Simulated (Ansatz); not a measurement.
The cluster Cs₃H₄⁻. Total charge -1; singlet. Geometry relaxed at PBE-D4/def2-TZVPD.

| atom | x (Å) | y (Å) | z (Å) |
| --- | --- | --- | --- |
| Cs1 | -0.440 | 0.544 | -2.378 |
| Cs2 | -1.909 | -0.238 | 1.564 |
| Cs3 | 2.219 | -0.894 | 0.649 |
| H4 | 2.329 | 0.785 | -1.673 |
| H5 | -0.361 | -1.628 | -0.457 |
| H6 | -2.461 | 1.550 | -0.609 |
| H7 | 0.624 | -0.119 | 2.903 |

In the def2 sets Cs takes a core potential; there is no spin–orbit coupling. The structure comes from a short search, and lower isomers may exist.

Estimate the harmonic wavenumbers at RKS PBE-D4/def2-TZVPD (Ansatz, unscaled). Is this a minimum?

47, 47, 67, 167, 168, 268, 455, 473, 473, 497, 512, 512, 529, 649, 649 cm⁻¹. Yes, no mode is imaginary beyond noise. Zero-point energy 33.0 kJ/mol. It took 44 s on 4 threads of Arm Neoverse V2 on a shared host.
